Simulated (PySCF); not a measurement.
## Polarisability and C₆ of Rb⁻ (rubidium, charge -1)

[Kr] 5s2, closed-shell 1S. All numbers are calculated (PySCF 2.14, scalar relativity through the core potential, in def2-TZVPPD with the def2 core potential (28 electrons)). Coupled (time-dependent) response in atomic units; α is the mean over directions.

```
method  mean α (bohr³)  C₆ (like pair)   S(−4)
   UHF            1033           35690  531600
```

S(−4) is the Cauchy moment in α(ω) = α(0) + S(−4) ω² + …

α(iu) at UHF:

| u (hartree) | α(iu) (bohr³) |
| --- | --- |
| 0 | 1033 |
| 0.0500 | 454.5 |
| 0.100 | 174.1 |
| 0.200 | 55.18 |
| 0.300 | 29.01 |
| 0.500 | 14.23 |
| 0.750 | 8.540 |
| 1.00 | 5.900 |
| 1.50 | 3.312 |
| 2.00 | 2.090 |
| 3.00 | 1.027 |
| 5.00 | 0.3921 |

For an ion, C₆ is the dispersion term alone; charge-induced terms of lower order in 1/R come first.

Energies and moments cover only the electrons outside the core potential. The outer electron is barely bound at this level, so radii and moments hang on the diffuse functions.
